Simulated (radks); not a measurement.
The numbers below are computed, except where a source is named.
Q: Radial electron density D(r) = 4 pi r^2 rho(r) of an atom or ion with 36 electrons. Code: a radial shooting solver on a logarithmic mesh with Libxc functionals. Model: scalar-relativistic Kohn-Sham, exchange-only LDA, spin-polarised, spherical densities, finite nucleus; Fermi nuclear charge, rms radius of each element as measured or else 0.836 A^(1/3) + 0.57 fm.

```
   r/bohr * D(r) (the largest magnitude, 63.6, reaches the edge; | marks zero)
 0.004593 |        *
 0.005263 |          *
 0.005981 |            *
 0.006853 |               *
 0.007788 |                  *
 0.008923 |                     *
  0.01014 |                         *
  0.01162 |                             *
  0.01321 |                                *
  0.01513 |                                    *
   0.0172 |                                       *
   0.0197 |                                          *
  0.02257 |                                           *
  0.02565 |                                            *
  0.02939 |                                           *
   0.0334 |                                          *
  0.03827 |                                        *
  0.04349 |                                      *
  0.04983 |                                     *
  0.05664 |                                     *
  0.06489 |                                        *
  0.07375 |                                           *
  0.08449 |                                                *
  0.09603 |                                                    *
     0.11 |                                                      *
    0.125 |                                                     *
   0.1433 |                                                 *
   0.1628 |                                           *
   0.1865 |                                    *
    0.212 |                                 *
   0.2429 |                                 *
   0.2761 |                                    *
   0.3163 |                                       *
   0.3624 |                                        *
   0.4118 |                                      *
   0.4718 |                               *
   0.5363 |                       *
   0.6144 |                *
   0.6983 |           *
      0.8 |        *
   0.9093 |        *
    1.042 |       *
    1.184 |      *
    1.356 |     *
    1.542 |   *
    1.766 | *
    2.007 |*
      2.3 *
    2.614 *
    2.995 *
    3.404 *
      3.9 *
```

What is the nuclear charge?

A: Z = 41. The innermost maximum, from 1s, lies near gamma/Z bohr with gamma = sqrt(1 - (Z/c)^2) = 0.954, here 0.0233 bohr (found: 0.0254), and its height grows with Z. The density is that of the niobium ion Nb5+ in [Kr]; the configuration itself is not fixed sharply by these data, and Z only to a few units. D(r) has 3 maxima, at r = 0.0254, 0.112, 0.354 bohr, and minima at 0.0510, 0.228 bohr, inside which lie 2.03, 11.09 electrons.
